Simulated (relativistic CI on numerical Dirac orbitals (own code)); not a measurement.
**One change at a time: W XXVII**

Base calculation: Dirac-Coulomb-Breit CI, separate exchange-only KLI orbitals for each configuration, QED by a radiative potential, unscaled Slater integrals.

CI space (outside the closed core [Ar] 3d10): 4s²4p⁶4d¹⁰4f², 4s²4p⁶4d¹⁰4f5s, 4s²4p⁶4d⁹4f³, 4s²4p⁶4d¹⁰5s², 4s²4p⁶4d¹⁰4f5p, 4s²4p⁶4d¹⁰5s5p, 4s²4p⁵4d¹⁰4f³, 4s²4p⁶4d¹⁰4f5d, 4s²4p⁶4d¹⁰5p², 4s²4p⁶4d¹⁰5s5d, 4s²4p⁶4d⁹4f²5s, 4s²4p⁶4d¹⁰5p5d, 4s²4p⁶4d⁹4f5s², 4s4p⁶4d¹⁰4f³, 4s²4p⁶4d¹⁰4f5f, 4s²4p⁶4d⁹4f5s5p. Levels of other configurations are missing.

Variants: (1) valence Slater integrals scaled by 0.9; (2) one mean potential for all configurations; (3) only the first 3 configurations. Shifts of the energy above 4s²4p⁶4d¹⁰4f² ³H4, in cm⁻¹, for the lowest level and the first level of each name with at least 55 % of one term (blank where a level changes its place among those of its configuration and J or its character, or is not in the variant):

```
              Level     Base    Δ(1)  Δ(2)   Δ(3)
  4s²4p⁶4d¹⁰4f² ³H4        0       0     0      0
  4s²4p⁶4d¹⁰4f² ³F2    19579   -1460   -12  +1242
  4s²4p⁶4d¹⁰4f² ³H5    25308    +196   -92    +17
  4s²4p⁶4d¹⁰4f² ³F3    38856   -1022   -92  +1006
  4s²4p⁶4d¹⁰4f² ³H6    46888    -183  -155   +122
  4s²4p⁶4d¹⁰4f² ³F4    68212   -1214  -188   +454
  4s²4p⁶4d¹⁰4f² ¹D2    72971   -4383   -89  +2934
  4s²4p⁶4d¹⁰4f² ³P0    76909   -6396   -30  +3386
  4s²4p⁶4d¹⁰4f² ³P1    88581   -5716   -90  +3475
  4s²4p⁶4d¹⁰4f² ¹I6    90268   -5172  -126  +1739
  4s²4p⁶4d¹⁰4f² ³P2   107556   -5148  -177  +3264
  4s²4p⁶4d¹⁰4f² ¹S0   186495  -13886  -149  +1773
4s²4p⁶4d¹⁰4f5s ³F°2  1027193   -2270  +337  -1358
4s²4p⁶4d¹⁰4f5s ³F°3  1030325   -2527  +380  -1247
```

At this charge energies of transitions that change n are usually good to better than 1 %, and those within a shell (Δn = 0) to a few per cent. Terms inside the open d or f shell come out 10 to 20 % too wide with unscaled integrals.

Ionisation energy from the two ground configurations alone: base 831.042 eV; valence Slater integrals scaled by 0.9 830.763 eV. The NIST ASD value (semi-empirical) is 833.4 eV.

LS names give the leading component of a level, which can be under half, so a name can repeat, a term be missing and a line seem to break the LS rules.
